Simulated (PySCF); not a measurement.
SMILES C[Se]c1cnc2nsnc2n1, C5H4N4SSe

Molfile (atoms numbered from 1):
```
C5H4N4SSe
     RDKit          3D

 15 16  0  0  0  0  0  0  0  0999 V2000
    3.2587    0.2633   -0.4934 C   0  0  0  0  0  0  0  0  0  0  0  0
    2.4084   -1.4603   -0.6925 Se  0  0  0  0  0  2  0  0  0  0  0  0
    0.6385   -0.8727   -0.3865 C   0  0  0  0  0  0  0  0  0  0  0  0
   -0.3966   -1.8893   -0.4460 C   0  0  0  0  0  0  0  0  0  0  0  0
   -1.6547   -1.6391   -0.2552 N   0  0  0  0  0  0  0  0  0  0  0  0
   -1.9453   -0.3383    0.0085 C   0  0  0  0  0  0  0  0  0  0  0  0
   -3.1661    0.1280    0.2331 N   0  0  0  0  0  0  0  0  0  0  0  0
   -2.9965    1.7254    0.4947 S   0  0  0  0  0  0  0  0  0  0  0  0
   -1.3820    1.8898    0.3361 N   0  0  0  0  0  0  0  0  0  0  0  0
   -0.9144    0.6770    0.0676 C   0  0  0  0  0  0  0  0  0  0  0  0
    0.3908    0.3816   -0.1375 N   0  0  0  0  0  0  0  0  0  0  0  0
    2.9561    0.9251   -1.3141 H   0  0  0  0  0  0  0  0  0  0  0  0
    2.9581    0.7047    0.4645 H   0  0  0  0  0  0  0  0  0  0  0  0
    4.3414    0.0840   -0.5193 H   0  0  0  0  0  0  0  0  0  0  0  0
   -0.1071   -2.9258   -0.6633 H   0  0  0  0  0  0  0  0  0  0  0  0
  1  2  1  0
  2  3  1  0
  3  4  1  0
  4  5  2  0
  5  6  1  0
  6  7  2  0
  7  8  1  0
  8  9  1  0
  9 10  2  0
 10 11  1  0
 11  3  2  0
 10  6  1  0
  1 12  1  0
  1 13  1  0
  1 14  1  0
  4 15  1  0
M  END
```

Level of theory: quadratic response CAM-B3LYP/aug-cc-pVDZ first hyperpolarisability, Taylor convention, gas phase in PySCF 2.14.0. Geometry: PBE0-D3(BJ)/def2-SVP.

The calculation is non-relativistic, which matters for the atoms heavier than Zn.

(1) Give β for the processes computed.

(2) Which lowest excitations, dipole and polarisabilities go with it?

## Answers

(1) In au, Taylor convention; the vector part is βᵢ = ⅓ Σⱼ (βᵢⱼⱼ + βⱼᵢⱼ + βⱼⱼᵢ); β∥ is 3/5 of the vector part along the dipole, the dipole points from − to +:
```
                   process  λ (nm)  β vector norm      β∥   β HRS  depolarisation ratio
           static β(0;0,0)       ∞         1101.5   638.5   494.0                  3.97
second harmonic β(−2ω;ω,ω)    1907         1370.8   790.2   608.3                  4.12
         Pockels β(−ω;ω,0)    1907         1181.9   683.8       –                     –
second harmonic β(−2ω;ω,ω)    1064         2476.4  1409.0  1076.0                  4.43
         Pockels β(−ω;ω,0)    1064         1393.1   802.8       –                     –
```

(2) S1 3.38 eV (f = 0.002); S2 3.61 eV (f = 0.322); S3 4.63 eV (f = 0.000); dipole 2.55 D; isotropic α 144.1 au static, 145.2 au at 1907 nm, 147.9 au at 1064 nm, 148.9 au at 953.5 nm, 164.4 au at 532 nm.
